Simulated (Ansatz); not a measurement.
Start from `OBO[SiH2][SiH3]` and change one atom or group to get `OB[O][SnH3]`.

Ansatz, PBE0-D4/def2-TZVP geometries, multiplicity 1. Each molecule was computed in one conformer, which needn't be the lowest.

Elements past krypton have def2 core potentials.

```
                                          property  `OBO[SiH2][SiH3]`
           HOMO–LUMO gap (ωB97M-V/def2-TZVPP) / eV              11.68
               LUMO energy (B3LYP/def2-TZVPP) / eV              -0.47
size of the dipole moment (ωB97M-V/def2-TZVPP) / D               1.23
    size of the dipole moment (PBE/def2-TZVPP) / D               1.22
             HOMO–LUMO gap (B3LYP/def2-TZVPP) / eV               7.50
             HOMO energy (ωB97M-V/def2-TZVPP) / eV             -10.23
```

(1) What does the change do to each property? (An estimate is asked.)

Answers

(1) The calculation gave: 
| property | `OB[O][SnH3]` | shift |
| --- | --- | --- |
| HOMO–LUMO gap (ωB97M-V/def2-TZVPP) / eV | 11.95 | 0.27 |
| LUMO energy (B3LYP/def2-TZVPP) / eV | -0.61 | -0.14 |
| size of the dipole moment (ωB97M-V/def2-TZVPP) / D | 1.54 | 0.31 |
| size of the dipole moment (PBE/def2-TZVPP) / D | 1.47 | 0.25 |
| HOMO–LUMO gap (B3LYP/def2-TZVPP) / eV | 7.75 | 0.25 |
| HOMO energy (ωB97M-V/def2-TZVPP) / eV | -10.88 | -0.65 |

Dipoles are sizes alone; their direction can turn.

B3LYP here is the variant with VWN-RPA as its local correlation; programs differ in this.
